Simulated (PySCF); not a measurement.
Two species compared at the same levels of theory.

First species: C7H11FOS.
Cartesian coordinates in Å at the GFN2-xTB level; atoms count from 1:
```
atom  x, y, z in Å
C1    -3.3437   -0.0345    0.4656
C2    -1.8736    0.3619    0.4226
C3    -1.0418   -0.6543   -0.3677
C4     0.3970   -0.2877   -0.3556
C5     1.2009    0.0319   -1.3536
C6     2.6284    0.3408   -1.0262
C7     2.7226    0.5106    0.4816
F8     2.6447    1.8378    0.8233
S9     1.2342   -0.3297    1.2669
O10    1.6192   -1.7289    1.4624
H11   -3.4634   -1.0016    0.9487
H12   -3.7542   -0.1005   -0.5397
H13   -3.9189    0.7013    1.0219
H14   -1.7710    1.3464   -0.0395
H15   -1.4823    0.4265    1.4404
H16   -1.1501   -1.6388    0.0966
H17   -1.4054   -0.7163   -1.3961
H18    0.8870    0.0615   -2.3866
H19    3.2746   -0.4750   -1.3605
H20    2.9568    1.2588   -1.5202
H21    3.6302    0.1065    0.9360
```

Second species: C₄H₁₂F₂Si₂.
SMILES: `FCCC([SiH3])([SiH3])CF`

Levels: PBE0/pcSseg-1 for dipole moment, HOMO energy, LUMO energy and HOMO–LUMO gap; GFN2-xTB for rotational constant A and rotational constant C. Geometries: GFN2-xTB. Each structure is a single optimised conformer of the isolated species, non-relativistic unless stated; the electronic structure was computed with PySCF and density fitting.

The conformers computed, where there is a choice (atom-mapped SMILES and torsion angles):
- `[CH3:1][CH2:2][CH2:3][C:4]1=[CH:5][CH2:6][C@@H:7]([F:8])[S@@:9]1=[O:10]`: C1–C2–C3–C4 -178°, C2–C3–C4–C5 -117°
- `[F:1][CH2:2][CH2:3][C:4]([SiH3:5])([SiH3:6])[CH2:7][F:8]`: F1–C2–C3–C4 71°, C2–C3–C4–Si5 -171°, C3–C4–C7–F8 63°

```csv
property,column X,column Y
dipole moment,0.71 D,3.35 D
HOMO energy,-8.30 eV,-6.73 eV
LUMO energy,0.46 eV,-0.58 eV
HOMO–LUMO gap,8.76 eV,6.15 eV
rotational constant A,1.638 GHz,1.883 GHz
rotational constant C,0.856 GHz,0.656 GHz
```

Question: Which column belongs to which species?

Answer: Column X is the second species and column Y the first. The first has 21 atoms and 86 electrons, the second 20 and 82.

Question: How does each property change from the first species to the second?

Answer: dipole moment -2.64 D; HOMO energy -1.57 eV; LUMO energy +1.04 eV; HOMO–LUMO gap +2.61 eV; rotational constant A -0.245 GHz; rotational constant C +0.200 GHz.

On the first: A dipole of 3.35 D is allowed in C1, and pure rotational transitions are dipole-allowed. The dipole matches unit charges of opposite sign 0.70 Å apart (1 e·Å = 4.8032 D).

On the second: The dipole matches unit charges of opposite sign 0.15 Å apart (1 e·Å = 4.8032 D).
